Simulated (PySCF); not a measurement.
SMILES O[Si](Br)(Br)Br (HBr3OSi) (PBE0/def2-SVP optimised geometry):

```
6

O      0.905    -0.625     0.000
Si    -0.735    -0.625     0.000
Br    -1.527    -1.652     1.790
Br    -1.351     1.479     0.000
Br    -1.526    -1.653    -1.790
H      1.351    -1.479     0.000
```

Calculation: PBE0/def2-TZVP run with PySCF.

Problem. What are the frontier orbital energies and the dipole moment?

Solution. HOMO-2 -8.83 eV, HOMO-1 -8.74 eV, HOMO -8.54 eV, LUMO -1.08 eV, LUMO+1 0.19 eV; dipole moment 1.47 D.

Meta-Löwdin charges at PBE0/def2-TZVP: O1 -0.73, Si2 1.03, Br3 -0.23, Br4 -0.21, Br5 -0.23, H6 0.37.
